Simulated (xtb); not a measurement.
C3H4FNSSi, SMILES c1nc(c(s1)F)[SiH3]. All values are semi-empirical tight-binding results from xtb (GFN2-xTB unless named), good for trends rather than for accurate numbers. Geometry: GFN2-xTB. The structure was generated by enumeration, and PubChem lists no compound with its InChIKey, so it may never have been made.

Optimised geometry:

```xyz
11

F     -0.5267     1.9569     0.1370
C      0.1282     0.8010     0.0768
S      1.8590     0.7577     0.1760
C      1.7087    -0.9712     0.0188
N      0.5171    -1.4151    -0.0901
C     -0.4245    -0.4338    -0.0623
Si    -2.2592    -0.8443    -0.2080
H      2.5841    -1.5897     0.0175
H     -2.7784    -0.1560    -1.3912
H     -2.9251    -0.3471     0.9972
H     -2.3502    -2.2937    -0.3294
```

The geometry has at least one imaginary mode, so it is a saddle point at that level.

Computed properties:
```
Item                                             Result
----------------------------------------  -------------
point group as xtb finds it                          Cs
orbital gap                                     3.56 eV
static polarisability (D4 model)             88.8 bohr³
solvation energy, GFN2-xTB/ALPB(water)    -0.2 kcal/mol
solvation energy, GFN2-xTB/ALPB(benzene)  -4.8 kcal/mol
```

Computed atomic charges and the Wiberg bond orders between heavy atoms:
charges (e) F1 -0.20, C2 0.16, S3 -0.03, C4 0.07, N5 -0.22, C6 -0.07, Si7 0.45, H8 0.06, H9 -0.08, H10 -0.08, H11 -0.07. Bond orders F1–C2 0.99, C2–S3 1.15, S3–C4 1.15, C4–N5 1.69, C2–C6 1.58, N5–C6 1.25, C6–Si7 0.84.
